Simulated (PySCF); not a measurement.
Computed shifts of a molecule C5H5Cl, PySCF with HF/pcSseg-1, GIAO, gas phase, atoms alike by connectivity averaged where their shifts nearly agree, in ppm (number of nuclei): ¹³C: 233.7 (1), 137.2 (1), 134.8 (1), 91.6 (1), 85.8 (1). ¹H: 6.79 (1), 6.20 (1), 5.84 (1), 5.70 (2). References: ¹³C against TMS (σ = 192.6 ppm); ³⁵Cl against HCl (σ = 958.2 ppm); ¹H against TMS (σ = 31.99 ppm), references at their B3LYP-D3(BJ)/def2-TZVP geometries, non-relativistic (without spin–orbit terms, shifts of atoms bonded to Cl or Br come out too high). Geometry optimised at PBE0-D3(BJ)/def2-SVP. Other conformers were not sampled.

### Question
Which molecule gave these data?
A) C=C(Cl)C#CC
B) C=C=C/C=C/Cl
C) ClC1=CCC=C1
D) C=C=C(Cl)C=C

### Answer
B, C=C=C/C=C/Cl
